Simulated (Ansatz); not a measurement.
Mulliken charges of `[OH][GeH2][I]` from ωB97M-V/def2-TZVPP in Ansatz (PBE0-D4/def2-TZVP geometry).

```tsv
atom	x (Å)	y (Å)	z (Å)	charge (e)
O1	-0.543	-1.342	0.084	-0.403
Ge2	0.400	0.154	0.132	0.395
I3	-1.151	2.133	0.027	-0.234
H4	-1.108	-1.405	-0.691	0.174
H5	1.334	0.260	-1.083	0.023
H6	1.110	0.135	1.485	0.044
```

Task: By hand: the dipole of these point charges (1 e Å = 4.8032 D).

Result: Σ q r = (0.533, -0.130, -0.068) e Å, of length 0.553 e Å = 2.66 D.

Task: How does the dipole of the full density compare? (Best estimate.)

Result: Computed: (0.172, -0.079, -0.202) e Å, 1.33 D; the point charges give 2.00 times that, at 41° from its direction.

Point charges leave out the atoms' own dipoles, such as those of lone pairs, and Mulliken's split depends on the basis, so the two needn't agree.
